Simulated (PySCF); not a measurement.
C2HCl2, SMILES Cl[C]=CCl, multiplicity 2. Geometry optimised at PBE-D3(BJ)/def2-SVP. The isomer is the one that the SMILES or the coordinates give; other isomers of the formula were not compared.

All values below come from PBE-D3(BJ)/def2-SVP in PySCF 2.14.0.

Harmonic wavenumbers (cm⁻¹): 125, 353, 546, 681, 707, 780, 1164, 1656, 3141. Rotational constants (GHz): 14.61, 2.161, 1.883; symmetry number 1.

Work out the zero-point energy and the ideal-gas rigid-rotor harmonic-oscillator thermochemistry at 298.15 K and 1 atm.

ZPE = ½ Σ hcν = ½ × 9153 cm⁻¹ = 13.09 kcal/mol. H − E(el) = 16.44 kcal/mol. Entropy in cal/(mol K): translation 39.59, rotation 26.09, vibration 5.64, spin 1.38, total 72.70. G − E(el) = -5.23 kcal/mol. Cp = 15.23 cal/(mol K). Modes under 150 cm⁻¹ make the vibrational entropy uncertain.
